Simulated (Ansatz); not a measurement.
Reaction (formal exchange of groups at the Si–Si bond): `C[SiH](O)[SiH](O)O` + `C=COC` → `CO[SiH](O)O` + `C=C[SiH](C)O`

Computed with Ansatz on PBE0-D4/def2-TZVP structures; ΔE is electronic, products minus reactants. CBS: MP2 limit from def2 TZ/QZ plus the TZ coupled-cluster correction, frozen cores. DFT in def2-TZVPP. B3LYP here is the variant with VWN-RPA as its local correlation; programs differ in this. Each species was taken in one conformer, which may not be the lowest.

| level | ΔE (kcal/mol) | difference from CCSD(T)/CBS |
| --- | --- | --- |
| r2SCAN-D4 | -41.2 | 3.6 |
| PBE0-D4 | -38.7 | 6.1 |
| ωB97M-V | -44.0 | 0.8 |
| B2PLYP | -43.7 | 1.1 |
| B3LYP | -41.7 | 3.1 |
| MP2/def2-TZVPP | -46.3 | -1.5 |
| SCS-MP2/def2-TZVPP | -46.3 | -1.5 |
| CCSD/def2-TZVPP | -45.5 | -0.7 |
| MP2/def2-QZVPP | -46.7 | -1.9 |
| SCS-MP2/def2-QZVPP | -46.7 | -1.9 |
| CCSD(T)/CBS | -44.8 | 0 |

Largest T1 diagnostic among the species: 0.012.

In def2-TZVPP, CCSD(T) changes the Hartree–Fock value by +4.8 kcal/mol (the triples alone add +1.1 kcal/mol) and MP2 by +2.9 kcal/mol. From PBE to PBE0 (25 % exact exchange), in def2-TZVPP and without D4, ΔE moves by −3.5 kcal/mol.
